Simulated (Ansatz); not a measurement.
Cost and result up the ladder for the cluster Ni3H4 (7 atoms). Charge 0, multiplicity 1. Geometry: r2SCAN-D4/def2-SVP.

```xyz
7

Ni    0.753    1.013    0.795
Ni   -0.314    0.848   -1.077
Ni   -0.365   -0.885    0.412
H    -1.262   -0.341   -0.868
H     0.192    2.131   -0.256
H     1.137   -0.432    0.361
H    -0.141   -2.332    0.633
```

Ansatz on 2 threads of Arm Neoverse V2 on a shared host. Times are rough, and most runs start from the orbitals of an earlier one. PBE0-D4/def2-TZVP serves as the yardstick here, not as an exact answer. Binding counts from free atoms at the same level (Ni triplet, H doublet; other spins of the atoms weren't run), without zero-point energy.

HSE06 is defined as in plane-wave codes, on full-range PBE exchange. Another isomer (singlet) lies 0.59 eV lower at PBE0-D4/def2-TZVP; other spin states weren't run for this one.

```tsv
level	functions	wall time	binding energy per atom (eV)	difference from PBE0-D4/def2-TZVP (eV)
PBE-D4/def2-TZVP (with forces)	159	4.5 s	2.25	0.58
HSE06-D4/def2-TZVP	159	6 s	1.67	0.00
PBE0-D4/def2-TZVP	159	8.5 s	1.67	0.00
r2SCAN-D4/def2-TZVP	159	12 s	2.15	0.48
r2SCANh-D4/def2-TZVP	159	12 s	1.93	0.26
```
